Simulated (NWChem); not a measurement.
# RuO$_{4}$; SMILES [O]=[Ru](=[O])(=[O])=[O]

```xyz
5

Ru     0.0000     0.0000     0.0000
O      1.3161    -0.3757     0.9461
O     -1.0504     0.9568     0.8658
O     -0.7734    -1.4009    -0.4559
O      0.5076     0.8198    -1.3560
```
Atoms are numbered in this order, from 1.

All runs: NWChem. Medium grid unless said otherwise, to which SCAN and Minnesota functionals are sensitive. All runs use the structure optimised with PBE0/def2-SVP. def2 effective core potentials on Ru; no spin-orbit coupling. Total energies of different functionals are on different scales.

| level | energy (Ha) | highest occupied level (eV) | orbital gap (eV) |
|---|---|---|---|
| B3LYP/def2-SVP | -395.4939 | -10.16 | 4.98 |
| PBE/def2-SVP | -395.2884 | -8.81 | 3.44 |
| LRC-wPBEh/def2-SVP | -395.1559 | -12.30 | 8.92 |
| r2SCAN0/def2-SVP | -395.2178 | -10.84 | 5.57 |
| M06-L/def2-SVP | -395.5227 | … | … |
| LC-wPBE (HJS exchange hole, range parameter 0.4 per bohr)/def2-SVP | -395.2223 | -13.12 | 10.12 |
| LDA (Slater exchange, PW92)/def2-SVP | -393.2967 | -9.07 | 3.48 |
| HCTH/407/def2-SVP | -395.7879 | -9.03 | 3.39 |

Q: Fill in the missing entries.

A: 
- M06-L/def2-SVP, highest occupied level (eV): -9.28
- M06-L/def2-SVP, orbital gap (eV): 3.60
